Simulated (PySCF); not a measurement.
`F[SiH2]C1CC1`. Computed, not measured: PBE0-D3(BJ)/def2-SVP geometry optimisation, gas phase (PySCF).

```
atom  x, y, z in Å
F1    -2.0928    1.4851    0.6972
Si2   -1.5500    0.0657    0.1082
C3     0.2229    0.1895   -0.3976
C4     1.0797   -1.0584   -0.3345
C5     1.3199    0.0505    0.6306
H6    -1.6644   -0.9510    1.1952
H7    -2.4309   -0.2870   -1.0417
H8     0.4404    0.8628   -1.2346
H9     0.6326   -1.9843    0.0423
H10    1.7981   -1.2132   -1.1436
H11    1.0355   -0.1049    1.6762
H12    2.2112    0.6702    0.5025
```

Q: What is the longest distance between nuclei?

A: F1···H10, 5.08 Å; the next longest distance is 4.98 Å.

Q: Work out the bond lengths Si2–C3, Si2–H6, C3–C4, C3–C5, C3–H8, C4–C5, C5–H11, C5–H12 in bohr.

A: For Si2–C3 the difference vector is (1.7729, 0.1237, -0.5058) Å, of length 1.8478 Å. 1 bohr = 0.529177 Å. Si2–C3 3.492; Si2–H6 2.821; C3–C4 2.863; C3–C5 2.853; C3–H8 2.071; C4–C5 2.815; C5–H11 2.069; C5–H12 2.066 bohr.

Q: How far apart are these pairs, which share no bond: F1···H7, F1···H12, Si2···H12, C4···H12, C5···H6, C5···H9, H6···H12?

A: F1···H7 2.506 Å (2 bonds apart); F1···H12 4.385 Å (4 bonds apart); Si2···H12 3.830 Å (3 bonds apart); C4···H12 2.229 Å (2 bonds apart); C5···H6 3.198 Å (3 bonds apart); C5···H9 2.227 Å (2 bonds apart); H6···H12 4.258 Å (4 bonds apart).

Q: What are the angles C3–Si2–H7, F1–Si2–H7, C3–C4–H9, C3–C4–H10, C3–C5–H11, H11–C5–H12?

A: From the scalar product of the two bond vectors; for C3–Si2–H7 it is -1.0238 Å² over 1.8478 × 1.4909 Å², cos θ = -0.3716. C3–Si2–H7 111.8°; F1–Si2–H7 106.7°; C3–C4–H9 118.7°; C3–C4–H10 117.2°; C3–C5–H11 118.3°; H11–C5–H12 113.8°.

Q: Write the matrix of distances between heavy atoms (Å, lower triangle).

A: 
```
F1    0.000
Si2   1.630  0.000
C3    2.871  1.848  0.000
C4    4.195  2.894  1.515  0.000
C5    3.703  2.917  1.510  1.490  0.000
```

Whether it is a minimum is left open (no frequencies). One conformer, not necessarily the lowest.
